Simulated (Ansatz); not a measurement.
Geometry optimisation, RKS PBE0/def2-SVP (Ansatz 0.2.0).

The input (input.yaml):

```yaml
crystal:
  periodic: [false, false, false]
  atoms:
    - { symbol: Ga, position_ang: [-0.012504, -0.526087, -0.388698] }
    - { symbol: C, position_ang: [-0.097389, -0.079527, 2.761495] }
    - { symbol: H, position_ang: [-0.959025, 0.056657, 3.427993] }
    - { symbol: H, position_ang: [0.81766, -0.197114, 3.359041] }
    - { symbol: H, position_ang: [0.009089, 0.82034, 2.135066] }
    - { symbol: H, position_ang: [1.440364, 0.043671, -0.358942] }
    - { symbol: H, position_ang: [-1.31097, 0.198145, -0.868357] }
    - { symbol: "N", position_ang: [-0.242233, -2.278973, 0.273436] }
    - { symbol: H, position_ang: [-1.109311, -2.794918, 0.180258] }
    - { symbol: H, position_ang: [0.533942, -2.885138, 0.513773] }
    - { symbol: H, position_ang: [-0.243823, -0.978256, 2.132835] }
basis:
  gaussian: { orbitals: def2-SVP }
hamiltonian:
  xc: pbe0
relax:
  f_tol: 0.03
  max_steps: 50
```

Launched with:

```bash
$ ansatz run input.yaml --threads 2 --pin off --max-ram 3072MiB --backend cpu --events-out ev --progress --plain --runs-dir out
```

Q: Where does it end, and by what steps?

A: The forces met the threshold. The force dipped under the threshold on the way, but the program's further checks kept it going. After 30 steps the energy has fallen by 0.166 eV; H6 moved furthest, 1.65 Å.

| step | energy less start (eV) | largest force component (eV/Å) | accepted |
| --- | --- | --- | --- |
| 0 | 0.0000 | 1.239 | yes |
| 2 | -0.1205 | 0.611 | yes |
| 4 | -0.1456 | 0.115 | yes |
| 6 | -0.1471 | 0.051 | yes |
| 8 | -0.1476 | 0.043 | yes |
| 10 | -0.1467 | 0.142 | no |
| 12 | -0.1495 | 0.076 | yes |
| 14 | -0.1510 | 0.121 | yes |
| 16 | -0.1565 | 0.093 | yes |
| 18 | -0.1583 | 0.113 | yes |
| 20 | -0.1606 | 0.117 | yes |
| 22 | -0.1599 | 0.155 | no |
| 24 | -0.1628 | 0.004 | yes |
| 26 | -0.1648 | 0.102 | yes |
| 28 | -0.1658 | 0.042 | yes |
| 30 | -0.1663 | 0.022 | yes |

```xyz
11
Properties=species:S:1:pos:R:3
Ga 0.045 -0.881 -1.374
C -0.165 -0.058 3.450
H -1.088 -0.331 3.980
H 0.702 -0.399 4.032
H -0.120 1.034 3.338
H 1.513 -0.647 -1.858
H -1.257 -0.304 -2.019
N -0.171 -1.934 0.089
H -1.069 -2.186 0.486
H 0.587 -2.387 0.585
H -0.153 -0.529 2.457
```

Whether the end is a true minimum wasn't checked by a vibrational analysis.

Run time: 60 s on 2 threads of Arm Neoverse V2, on a shared host, peak memory 0.21 GiB.
